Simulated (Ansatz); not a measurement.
Mg₃Si. Total charge 0; singlet. Geometry r2SCAN-D4/def2-TZVP.

| atom | x (Å) | y (Å) | z (Å) |
| --- | --- | --- | --- |
| Mg1 | 0.058 | -1.191 | 0.170 |
| Mg2 | -1.421 | -0.043 | 2.541 |
| Mg3 | -0.335 | 1.304 | -1.413 |
| Si4 | 1.698 | -0.069 | -1.298 |

LC-ωPBE has ω = 0.4 bohr⁻¹. The restricted singlet is unstable towards broken spin symmetry in Hartree–Fock (as tested in another run); at PBE-D4/def2-TZVP, r2SCAN-D4/def2-TZVP, PBE0-D4/def2-TZVP, BHLYP-D4/def2-TZVP and others this wasn't settled. Another isomer (triplet) lies 0.90 eV lower at PBE0-D4/def2-TZVP; other spin states weren't run for this one.

(1) Estimate the orbital energies around the gap (eV) in Ansatz with PBE-D4/def2-TZVP, r2SCAN-D4/def2-TZVP, PBE0-D4/def2-TZVP, BHLYP-D4/def2-TZVP, LC-ωPBE/def2-TZVP.

Results:

(1) 
```tsv
orbital	PBE-D4/def2-TZVP	r2SCAN-D4/def2-TZVP	PBE0-D4/def2-TZVP	BHLYP-D4/def2-TZVP	LC-ωPBE/def2-TZVP
HOMO−5	-46.74	-48.21	-50.85	-54.99	-52.69
HOMO−4	-10.17	-10.52	-11.57	-12.84	-14.69
HOMO−3	-6.30	-6.50	-7.18	-7.86	-9.55
HOMO−2	-5.21	-5.29	-5.82	-6.27	-7.56
HOMO−1	-4.66	-4.72	-5.23	-5.66	-6.94
HOMO	-3.47	-3.57	-4.09	-4.54	-5.96
LUMO	-3.13	-3.11	-2.60	-1.89	-1.09
LUMO+1	-3.01	-2.97	-2.43	-1.66	-0.75
LUMO+2	-2.35	-2.28	-1.81	-1.06	-0.25
LUMO+3	-1.87	-1.79	-1.36	-0.64	0.15
LUMO+4	-1.26	-1.07	-0.66	0.07	0.99
LUMO+5	-0.98	-0.79	-0.35	0.43	1.35
```
